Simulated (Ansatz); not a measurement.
`C=[C]([GaH2])[InH2]` + SiH₄ → `C=[C]([SiH3])[InH2]` + `[GaH3]` at 700 K and 1 bar (formal exchange of groups at a C–Ga bond).

Calculated with Ansatz (gas phase, PBE0-D4/def2-TZVP geometries, no zero-point term in ΔE). CBS: MP2 limit from def2 TZ/QZ plus the TZ coupled-cluster correction, frozen cores. This one scheme is used for every species. def2 core potentials past Kr. For Ga, In outer-core shells are correlated without core-valence functions, which leaves a few kJ/mol of doubt a bond. Scalar relativity is left out up to krypton.

```tsv
species	CCSD(T)/CBS energy (Eh)	H − E (kJ/mol)	S (J/(mol·K))
`C=[C]([GaH2])[InH2]`	-2193.38903	230.7	504.8
SiH₄	-291.46306	115.5	252.9
`C=[C]([SiH3])[InH2]`	-559.14593	264.2	493.7
`[GaH3]`	-1925.70545	80.8	262.3
```

H − E and S are ideal-gas, rigid-rotor, harmonic terms from PBE0-D4/def2-TZVP. 1 Eh = 2625.50 kJ/mol, R = 8.31446 J/(mol·K).

By hand: ΔE, ΔH, ΔS and ΔG.

ΔE = (-559.14593) + (-1925.70545) − (-2193.38903) − (-291.46306) = 0.00071 Eh = 1.9 kJ/mol. Δ(H − E) = 264.2 + 80.8 − 230.7 − 115.5 = -1.2, so ΔH = 0.7 kJ/mol. ΔS = 493.7 + 262.3 − 504.8 − 252.9 = -1.7 J/(mol·K). ΔG = 0.7 − 700 × (-1.7)/1000 = 1.9 kJ/mol.

By hand: the equilibrium constant, and the temperature at which ΔG would vanish if ΔH and ΔS stayed fixed.

log₁₀ K = −ΔG/(RT ln 10) = -0.1. ΔH and −TΔS have one sign here, so there is no such temperature. One of them is within its doubt of zero, so this could turn.

TΔS isn't small against ΔH here. The sign of ΔG lies within the doubt. A doubt of 5 kJ/mol in ΔE shifts log₁₀ K by 0.4 here. These are equilibria of isolated gas molecules and say nothing of rates. Largest T1 diagnostic: 0.014 (customary marks: 0.02 for closed shells, 0.045 for open ones).
